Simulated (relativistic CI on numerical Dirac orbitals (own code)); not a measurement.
## Line list: Electric-dipole lines, Zr17+

Method of calculation: Dirac-Coulomb-Breit CI, separate exchange-only KLI orbitals for each configuration, model QED (radiative potential, 1s self-energy scaled to tabulated hydrogen-like ionisation energies), unscaled Slater integrals (own radial code, finite nucleus).

Configuration list (outside the closed core [Ne]): 3s2 3p6 3d5, 3s2 3p5 3d6, 3s2 3p4 3d7, 3s 3p6 3d6, 3p6 3d7, 3s2 3p6 3d4 4s, 3s 3p5 3d7, 3s2 3p6 3d4 4p, 3s2 3p6 3d4 4d, 3s2 3p6 3d4 4f, 3s2 3p6 3d3 4s2, 3s2 3p5 3d5 4s, 3s2 3p6 3d4 5s, 3s2 3p6 3d3 4p2, 3s2 3p6 3d3 4s 4d, 3p6 3d6 4s. Levels of other configurations are missing.

| λ vac (Å) | Lower | Upper | A (s⁻¹) | gf | Branching (%) |
| --- | --- | --- | --- | --- | --- |
| 70.345 | 3s2 3p6 3d5 4G_11/2 [4] | 3s2 3p5 3d6 2G°_9/2 [189] | 2.60e+11 | 1.93e+00 | 41.0 |
| 71.504 | 3s2 3p6 3d5 4G_11/2 [4] | 3s2 3p5 3d6 4F°_9/2 [185] | 4.26e+11 | 3.26e+00 | 61.4 |
| 71.812 | 3s2 3p6 3d5 2I_11/2 [13] | 3s2 3p5 3d6 2G°_9/2 [194] | 2.14e+11 | 1.65e+00 | 42.6 |
| 72.178 | 3s2 3p6 3d5 4G_9/2 [7] | 3s2 3p5 3d6 4F°_7/2 [183] | 2.06e+11 | 1.28e+00 | 35.0 |
| 72.369 | 3s2 3p6 3d5 4F_9/2 [18] | 3s2 3p5 3d6 4D°_7/2 [196] | 2.30e+11 | 1.44e+00 | 27.0 |
| 72.873 | 3s2 3p6 3d5 2F_7/2 [17] | 3s2 3p5 3d6 4D°_5/2 [192] | 4.32e+11 | 2.06e+00 | 57.9 |
| 72.975 | 3s2 3p6 3d5 4G_9/2 [7] | 3s2 3p5 3d6 2G°_7/2 [180] | 2.17e+11 | 1.38e+00 | 42.7 |
| 73.110 | 3s2 3p6 3d5 4G_7/2 [3] | 3s2 3p5 3d6 4F°_5/2 [176] | 2.77e+11 | 1.33e+00 | 40.2 |
| 73.149 | 3s2 3p6 3d5 2H_9/2 [21] | 3s2 3p5 3d6 4D°_7/2 [196] | 2.87e+11 | 1.84e+00 | 33.7 |
| 73.173 | 3s2 3p6 3d5 4F_9/2 [18] | 3s2 3p5 3d6 2F°_7/2 [190] | 2.96e+11 | 1.90e+00 | 42.1 |
| 73.174 | 3s2 3p6 3d5 2F_7/2 [20] | 3s2 3p5 3d6 2D°_5/2 [195] | 3.73e+11 | 1.80e+00 | 63.1 |
| 75.259 | 3s2 3p6 3d5 2G_9/2 [26] | 3s2 3p5 3d6 2G°_9/2 [189] | 2.05e+11 | 1.74e+00 | 32.3 |
| 75.642 | 3s2 3p6 3d5 4G_5/2 [2] | 3s2 3p5 3d6 2D°_3/2 [161] | 1.38e+11 | 4.74e-01 | 30.6 |
| 76.121 | 3s2 3p6 3d5 2H_11/2 [25] | 3s2 3p5 3d6 2H°_11/2 [186] | 3.65e+11 | 3.81e+00 | 85.7 |
| 76.338 | 3s2 3p6 3d5 2G_7/2 [33] | 3s2 3p5 3d6 2G°_7/2 [200] | 3.46e+11 | 2.42e+00 | 70.0 |
| 78.481 | 3s2 3p6 3d5 2I_13/2 [16] | 3s2 3p5 3d6 2I°_13/2 [164] | 3.52e+11 | 4.54e+00 | 95.8 |
| 78.891 | 3s2 3p6 3d5 2H_9/2 [21] | 3s2 3p5 3d6 2H°_9/2 [168] | 1.52e+11 | 1.42e+00 | 52.8 |
| 79.309 | 3s2 3p6 3d5 2I_11/2 [13] | 3s2 3p5 3d6 2I°_11/2 [159] | 2.04e+11 | 2.31e+00 | 63.7 |
| 79.312 | 3s2 3p6 3d5 4G_11/2 [4] | 3s2 3p5 3d6 4F°_9/2 [143] | 6.23e+10 | 5.88e-01 | 30.0 |
| 79.811 | 3s2 3p6 3d5 4G_11/2 [4] | 3s2 3p5 3d6 4G°_11/2 [138] | 1.51e+11 | 1.73e+00 | 46.3 |
| 80.825 | 3s2 3p6 3d5 4G_7/2 [3] | 3s2 3p5 3d6 4G°_7/2 [131] | 6.82e+10 | 5.34e-01 | 36.2 |
| 81.081 | 3s2 3p6 3d5 4G_9/2 [7] | 3s2 3p5 3d6 4G°_9/2 [130] | 1.12e+11 | 1.10e+00 | 48.1 |
| 81.915 | 3s2 3p6 3d5 4G_5/2 [2] | 3s2 3p5 3d6 4G°_5/2 [121] | 1.15e+11 | 6.92e-01 | 52.6 |
| 81.924 | 3s2 3p6 3d5 6S_5/2 [1] | 3s2 3p5 3d6 2G°_7/2 [84] | 5.74e+10 | 4.62e-01 | 57.3 |
| 82.150 | 3s2 3p6 3d5 6S_5/2 [1] | 3s2 3p5 3d6 6P°_5/2 [83] | 7.44e+10 | 4.52e-01 | 74.4 |
| 82.386 | 3s2 3p6 3d5 6S_5/2 [1] | 3s2 3p5 3d6 6P°_7/2 [79] | 1.06e+11 | 8.61e-01 | 73.5 |
| 82.605 | 3s2 3p6 3d5 2I_11/2 [13] | 3s2 3p5 3d6 4G°_11/2 [138] | 9.31e+10 | 1.14e+00 | 28.6 |
| 85.809 | 3s2 3p6 3d5 6S_5/2 [1] | 3s2 3p5 3d6 6P°_3/2 [59] | 1.33e+11 | 5.88e-01 | 97.9 |
| 86.456 | 3s2 3p6 3d5 4G_11/2 [4] | 3s2 3p5 3d6 4G°_11/2 [97] | 9.95e+10 | 1.34e+00 | 81.1 |
| 90.108 | 3s2 3p6 3d5 4G_11/2 [4] | 3s2 3p5 3d6 4H°_13/2 [76] | 4.76e+10 | 8.11e-01 | 93.9 |

Terms are leading LS components. Brackets give the number of a level in order of energy, since labels repeat. The list gives strong lines, with weight on those to low levels, without lines whose two gauges differ by over a factor of 2.5, among the lowest 200 of 2787 levels, so that lines to higher ones, which can be the strongest, are missing. Levels whose partners in the same complex of configurations lie outside the list can be far off, and so can their lines. Rates are taken at the computed energies, electric ones in the length gauge.

At this charge energies of transitions that change n are usually good to better than 1 %, and those within a shell (Δn = 0) to a few per cent. Terms inside the open d or f shell come out 10 to 20 % too wide with unscaled integrals.

LS names give the leading component of a level, which can be under half, so a name can repeat, a term be missing and a line seem to break the LS rules.
